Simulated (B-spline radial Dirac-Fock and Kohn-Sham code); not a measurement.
## Ta⁵⁺: non-radiative channels of the L1 vacancy

System: the Ta⁵⁺ ion, configuration [Xe] 4f14.

Model: one-electron (LDA, Dirac) transition rates at Dirac-Fock energies. Program: a radial B-spline solver. Kinetic energies are configuration averages from the vacuum level; the two-hole energies are estimated from single-hole states.

```
transition  kinetic energy (eV)  width (meV)  share (%)
   L1-L2N3                36.85          205        4.3
   L1-L2N7                431.8          225        4.7
   L1-L3N1               1128.4          253        5.3
   L1-L3N4               1459.3          351        7.4
   L1-L3N5               1472.1          435        9.1
   L1-L3N6               1685.4          276        5.8
   L1-L3N7               1687.6          345        7.3
   L1-M1M3               6655.7          207        4.4
   L1-M1M5               7107.3          218        4.6
   L1-M4M5               8019.4          316        6.7
```

Coster-Kronig rates are the weakest part of this model and often come out 1.5 to 2.5 times too large. The listed channels hold 60 % of the non-radiative rate. Summed by principal shells, of 4.75 eV in all: LLN 56.4 %, LMM 27.7 %, LMN 10.1 %, LLO 4.0 %, LNN 0.9 %, LMO 0.8 %.

Values without a named source are computed, but for edge energies of neutral atoms, which are taken from tables.
